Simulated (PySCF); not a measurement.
Isomers of C3H8F3NSi2, one GFN2-xTB conformer each. Single-point energies are computed at PBE0/pcSseg-1 (PySCF, gas phase, no added dispersion term), electronic only.

| SMILES | GFN2-xTB relative energy (kJ/mol) |
| --- | --- |
| C=NC([SiH3])([SiH3])C(F)(F)F | 209.4 |
| FC(F)(F)[C@@H]1C[SiH2]N[SiH2]1 | 0.0 |

Conformers: `[CH2:1]=[N:2][C:3]([SiH3:4])([SiH3:5])[C:6]([F:7])([F:8])[F:9]` with C1–N2–C3–Si4 120°; `[F:1][C:2]([F:3])([F:4])[C@@H:5]1[CH2:6][SiH2:7][NH:8][SiH2:9]1` with C2–C5–C6–Si7 -160°, C5–C6–Si7–N8 27°, C6–Si7–N8–Si9 -7°, Si7–N8–Si9–C5 -10°.

**Question.** What does PBE0/pcSseg-1 give for the same structures?

**Answer.** 
```json
{"SMILES": "FC(F)(F)[C@@H]1C[SiH2]N[SiH2]1", "PBE0/pcSseg-1 E (Eh)": "-1051.68156", "PBE0/pcSseg-1 (kJ/mol)": "0.0", "GFN2-xTB (kJ/mol)": "0.0", "point group": "C1"}
{"SMILES": "C=NC([SiH3])([SiH3])C(F)(F)F", "PBE0/pcSseg-1 E (Eh)": "-1051.56713", "PBE0/pcSseg-1 (kJ/mol)": "300.4", "GFN2-xTB (kJ/mol)": "209.4", "point group": "Cs"}
```

Both levels put the same isomer lowest. As drawn, the lower has an N–H bond, which the higher lacks; the higher has a C=N bond, which the lower lacks.

**Question.** Which frontier levels, dipoles and rotational constants go with these structures?

**Answer.** 
| SMILES | HOMO (eV, PBE0/pcSseg-1) | LUMO (eV) | dipole (D) | A, B, C (MHz) |
| --- | --- | --- | --- | --- |
| FC(F)(F)[C@@H]1C[SiH2]N[SiH2]1 | -7.53 | 0.14 | 2.95 | 2115, 803.0, 663.8 |
| C=NC([SiH3])([SiH3])C(F)(F)F | -7.66 | -0.81 | 1.08 | 1231, 1097, 1051 |
